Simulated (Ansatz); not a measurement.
Molecule: sum formula AlO₂BrH₂, net charge 0, singlet state. SMILES: [OH][Al]([OH])[Br]
Geometry from a B3LYP-D3(BJ)/def2-TZVP (Ansatz, an electronic-structure program) optimisation:
```xyz
6

O      1.8693    -1.3114     0.0140
Al     0.2288    -0.9184     0.0718
O     -1.0400    -2.0179     0.2464
Br    -0.3113     1.2496    -0.0977
H      2.2323    -2.1953     0.0749
H     -0.9464    -2.9672     0.3289
```
Charge 0, spin multiplicity 1.

Quantity: vertical ionisation energy (to the doublet state of charge +1; each state is the SCF solution reached for its spin), in eV. Cores are frozen in the correlated levels unless marked. UHF or UKS for open shells. Spin-orbit coupling is left out. Frozen are the shells of the preceding noble gas and the d and f shells that filled before the atom's block. No relativistic terms. CBS(X,Y): correlation extrapolated as X^-3; Hartree-Fock from the larger set.

```json
[
 {"level": "HF/def2-TZVPPD", "program": "Ansatz", "vertical ionisation energy (eV)": "10.10"},
 {"level": "r2SCAN/def2-TZVPD", "program": "Ansatz", "vertical ionisation energy (eV)": "10.72"},
 {"level": "B3LYP/def2-TZVPD", "program": "Ansatz", "vertical ionisation energy (eV)": "10.92"},
 {"level": "BHLYP/def2-TZVPD", "program": "Ansatz", "vertical ionisation energy (eV)": "11.05"}
]
```

Problem. Predict the CCSD(T)/CBS(def2-TZVPPD,def2-QZVPPD) result (Ansatz).

Solution. 11.28 eV
